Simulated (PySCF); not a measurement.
**One molecule, many functionals**

H₁₂OSi₅.
Atom-mapped SMILES: `[SiH3:1][O:2][Si@@H:3]([SiH3:4])[SiH2:5][SiH3:6]` (hydrogens: H7, H8, H9 on Si1; H10 on Si3; H11, H12, H13 on Si4; H14, H15 on Si5; H16, H17, H18 on Si6)

Cartesian coordinates in Å at the PBE0-D3(BJ)/def2-SVP level; atoms count from 1:
```
atom  x, y, z in Å
Si1   -1.294    2.084    0.083
O2    -0.707    0.832    1.004
Si3   -0.398   -0.806    0.840
Si4   -2.265   -1.900   -0.076
Si5    1.493   -1.016   -0.543
Si6    2.871    0.812   -0.036
H7    -2.768    1.931   -0.107
H8    -1.006    3.362    0.789
H9    -0.638    2.086   -1.261
H10   -0.079   -1.347    2.196
H11   -2.574   -1.292   -1.409
H12   -1.950   -3.349   -0.270
H13   -3.472   -1.772    0.798
H14    2.199   -2.311   -0.286
H15    1.097   -0.968   -1.988
H16    4.154    0.771   -0.803
H17    3.178    0.810    1.427
H18    2.151    2.080   -0.372
```

Linear-response calculations in the def2-SVPD basis (PySCF; singlets by full response, triplets Tamm–Dancoff, core orbitals frozen in the response; HF means time-dependent Hartree–Fock). 'Strongest' is the level of largest summed f among the singlets computed (10 roots, of which the last may lack a degenerate partner); it can jump between rows when another state enters that window. S1 is the lowest singlet of each run and needn't be the same state throughout; f(S1) is that of one state. Isolated species at its PBE0-D3(BJ)/def2-SVP geometry (one conformer only).

```csv
functional,kind,S1 (eV),f(S1),strongest (eV),T1 (eV),HOMO (eV),gap (eV),"ionisation energy, ΔSCF (eV)"
LDA,LDA,4.62,0.026,5.80,4.29,-6.43,4.43,8.74
PBE,GGA,4.74,0.029,5.90,4.31,-6.35,4.55,8.64
B3LYP,"global hybrid, 20% exact exchange",5.19,0.045,6.48,4.71,-7.21,6.10,8.93
PBE0,"global hybrid, 25% exact exchange",5.24,0.048,6.57,4.66,-7.41,6.41,8.96
BHandHLYP,"global hybrid, 50% exact exchange",5.67,0.070,6.47,5.06,-8.35,8.29,9.10
CAM-B3LYP,range-separated hybrid,5.51,0.055,6.34,4.94,-8.60,8.68,9.11
wB97X-D,range-separated hybrid,5.51,0.050,6.33,4.98,-9.14,9.85,9.10
LC-wPBE,range-separated hybrid,5.76,0.064,6.57,5.02,-9.84,10.94,9.29
HF,Hartree–Fock,6.27,0.114,8.36,5.33,-9.81,11.87,not settled
```

S1 runs from 4.62 eV (LDA) to 6.27 eV (HF), a spread of 1.65 eV, while the orbital gap spreads over 7.4 eV. Along PBE (0%), B3LYP (20%), PBE0 (25%), BHandHLYP (50%), HF (100%) S1 rises with the share of exact exchange. −ε(HOMO) comes closest to its own ΔSCF ionisation energy with wB97X-D (+0.04 eV) and misses most with LDA (-2.31 eV). 'Not settled' means that the ion's SCF failed to converge or may have ended in another state than the lowest.
